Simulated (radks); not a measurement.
F1.75+, configuration [He] 2s2 2p(up 2.25, down 1) (fractional occupations, a model configuration). All-electron calculation, non-relativistic Kohn-Sham, PBE, spin-polarised, spherical densities, point nucleus. Program: a radial shooting solver on a logarithmic mesh with Libxc functionals.

Radial electron density D(r) = 4 pi r^2 rho(r):

r (bohr),D(r) (e/bohr),spin D(r)
0.01259,0.7199,-0.0000286
0.0155,1.036,-0.0000270
0.01893,1.452,-0.00000773
0.0233,2.035,0.0000587
0.02846,2.767,0.000225
0.03505,3.726,0.000635
0.0428,4.837,0.00151
0.0527,6.144,0.00344
0.06437,7.445,0.00725
0.07925,8.667,0.0151
0.0968,9.488,0.0295
0.1192,9.727,0.0569
0.1456,9.212,0.103
0.1792,7.946,0.182
0.2189,6.335,0.300
0.2695,4.792,0.476
0.3292,3.951,0.694
0.4053,3.984,0.952
0.499,4.690,1.19
0.6095,5.393,1.31
0.7504,5.506,1.27
0.9166,4.771,1.06
1.128,3.383,0.739
1.378,1.972,0.427
1.697,0.8820,0.189
2.073,0.3123,0.0666
2.552,0.07654,0.0161
3.117,0.01352,0.00275

D(r) has 2 maxima, at r = 0.115, 0.698 bohr, and minima at 0.362 bohr, inside which lie 2.20 electrons.
